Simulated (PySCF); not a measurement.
## Nuclear quadrupole coupling in `F[C@@H]1COB(C2CC2)O1`

C₅H₈BFO₂.
Z-matrix (Å and degrees, PBE0-D3(BJ)/def2-SVP geometry), rows numbered from 1:
```
F 
C   1  1.3661
C   2  1.5319  1  110.13
O   3  1.4134  2  104.95  1  -102.49
B   4  1.3655  3  107.82  2   -10.14
C   5  1.5390  4  125.41  3  -177.54
C   6  1.5185  5  118.17  4  -143.39
C   7  1.4836  6   60.68  5  -108.00
O   2  1.3848  1  109.21  3  -114.60
H   2  1.1019  1  107.19  3   125.82
H   3  1.1000  2  110.38  1    16.93
H   3  1.1022  2  111.81  1   138.46
H   6  1.0937  5  116.59  4     2.26
H   7  1.0930  6  117.01  8  -109.16
H   7  1.0934  6  117.41  8   108.66
H   8  1.0934  6  117.60  7  -108.60
H   8  1.0931  6  116.98  7   109.11
```

Field gradients from the PBE0/pcSseg-1 density (PySCF, non-relativistic), principal values in atomic units, ordered |Vxx| ≤ |Vyy| ≤ |Vzz|:

```json
{"atom": "O4", "Vxx": "-0.6213", "Vyy": "-0.9454", "Vzz": "1.5667"}
{"atom": "B5", "Vxx": "-0.0549", "Vyy": "-0.2890", "Vzz": "0.3439"}
{"atom": "O9", "Vxx": "-0.6329", "Vyy": "-0.8661", "Vzz": "1.4990"}
```

Q: Find the asymmetry η = (Vxx − Vyy)/Vzz and the couplings χ = eQV/h (234.96 MHz × Q in barn × V in au), with Q(17O) = −0.0256 b, Q(11B) = 0.04059 b.

A: 
```csv
atom,environment,nucleus,η,χzz (MHz),χxx (MHz),χyy (MHz)
O4,boron-bound oxygen,17O,0.21,-9.42,3.74,5.69
B5,three-coordinate boron,11B,0.68,3.280,-0.524,-2.756
O9,boron-bound oxygen,17O,0.16,-9.02,3.81,5.21
```

Q: What is Vzz at O4 in SI units (1 au = 9.71736 × 10²¹ V/m²)?

A: 1.5667 au = 15.224 × 10²¹ V/m².

Were the hydrogens deuterons (Q(2H) = 0.00286 b), χzz would run from 181 kHz (H10) to 206 kHz (H14, H17 and H13).

The structure is a single PBE0-D3(BJ)/def2-SVP conformer in the gas phase; no vibrational or solvent corrections. The small basis limits the accuracy of the gradients.
